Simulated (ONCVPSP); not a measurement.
## Se: variants of one ONCV potential

Base potential:

Se (Z = 34), optimised norm-conserving Vanderbilt (ONCV), made with ONCVPSP 4.0.1 (BLYP, scalar-relativistic). Core [Ar] 3d10, reference 4s1 4p5. Waves: 4s: rc 1.30 bohr, ncon 4, nbas 7, qcut 6 1/bohr, 2 projectors, debl 2.8 Ha; 4p: rc 1.90 bohr, ncon 3, nbas 8, qcut 3.5 1/bohr, 2 projectors, debl 3.3 Ha; d scattering state at 0.2 Ha: rc 1.95 bohr, ncon 4, nbas 7, qcut 5 1/bohr, 2 projectors, debl 2.7 Ha. Local part: polynomial inside 1.20 bohr (lpopt 1, dvloc0 6 Ha). Core correction: polynomial model core, fcfact 0.45.

All-electron outer shells of the reference configuration (BLYP, scalar-relativistic, ld1.x):

```csv
shell,level (eV),outermost node (bohr),outermost maximum (bohr)
3p,-154.34,0.21,0.50
3d,-54.57,–,0.45
4s,-18.02,0.70,1.49
4p,-6.97,0.74,1.77
```

Cutoffs, loose and tight: the cutoffs (Ha) at which the residual kinetic energy of the hardest occupied pseudo-wave falls to 1 and 0.1 mHa per electron. They do not see the model core or the augmentation charge, which bear on the density cutoff. Test errors are all-electron minus pseudo excitation energies from the reference, over the configurations 4s2 4p4; 4s2 4p3; 4s2 4p2; 4s0 4p6. A dash means not determined; rows that change the core or the reference have their own tests.

For the base: The cutoffs count occupied waves only; projector 2 of the d channel, the hardest unoccupied one, needs 56 Ha at the loose tolerance.

A true bound ghost makes a file unfit for plane-wave use even where its test errors are small: the radial tests pick states by their node count and pass the ghost by.

```tsv
change	outcome	cutoff, loose	cutoff, tight	bound ghosts	GHOST(+) flags above zero	largest test error (meV)
base	generated	20 Ha	70 Ha	s	none	-10
s: rc 0.88; local potential polynomial inside 0.88 bohr (lpopt 1, dvloc0 6 Ha)	failed: optimize: ERROR ps0norm > uunorm, code will stop	–	–	–	–	–
s: rc 1.04; local potential polynomial inside 1.04 bohr (lpopt 1, dvloc0 6 Ha)	failed: optimize: ERROR ps0norm > uunorm, code will stop	–	–	–	–	–
s: rc 1.14; local potential polynomial inside 1.14 bohr (lpopt 1, dvloc0 6 Ha)	failed: optimize: ERROR ps0norm > uunorm, code will stop	–	–	–	–	–
s: rc 1.46	failed: ERROR pspot: first pseudo wave function has node, program will stop	–	–	–	–	–
s: rc 1.64	failed: ERROR pspot: first pseudo wave function has node, program will stop	–	–	–	–	–
s: rc 1.78	failed: ERROR pspot: first pseudo wave function has node, program will stop	–	–	–	–	–
```

(1) What comes out with this change to the base: s: rc 1.36?

(2) What comes out with this change to the base: s: rc 1.92?

## Answers

(1) outcome: generated; cutoff, loose: 12 Ha; cutoff, tight: 54 Ha; bound ghosts: s; GHOST(+) flags above zero: none; largest test error (meV): -11.

(2) outcome: generated; cutoff, loose: 12 Ha; cutoff, tight: 42 Ha; bound ghosts: none; GHOST(+) flags above zero: none; largest test error (meV): -9.9.

Reading the sweep of the s radius (base included, trends over the rows without a ghost): Bound ghosts are found at 1.3, 1.36 bohr. The generation fails at 0.88, 1.04, 1.14, 1.46, 1.64, 1.78 bohr.
